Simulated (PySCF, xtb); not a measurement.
Mo(OH)3 (H₃MoO₃), SMILES [OH][Mo]([OH])[OH] (connectivity only; charge and spin as stated), neutral, multiplicity 4. Other conformers were not sampled.

Harmonic wavenumbers (cm⁻¹) from GFN2-xTB in xtb 6.7.1 at its own minimum, in rising order: 127, 129, 186, 464, 466, 486, 501, 504, 505, 553, 580, 582, 3411, 3429, 3431.

What does B3LYP-D3(BJ)/def2-SVP run with PySCF give at its own minimum? (An estimate is asked for; the answer gives what the named calculation found.)

149, 167, 171, 367, 389, 428, 649, 658, 668, 681, 703, 704, 3772, 3777, 3780. Paired by order, the mean absolute difference is 147 cm⁻¹ and the zero-point energies are 21.9 and 24.4 kcal/mol.
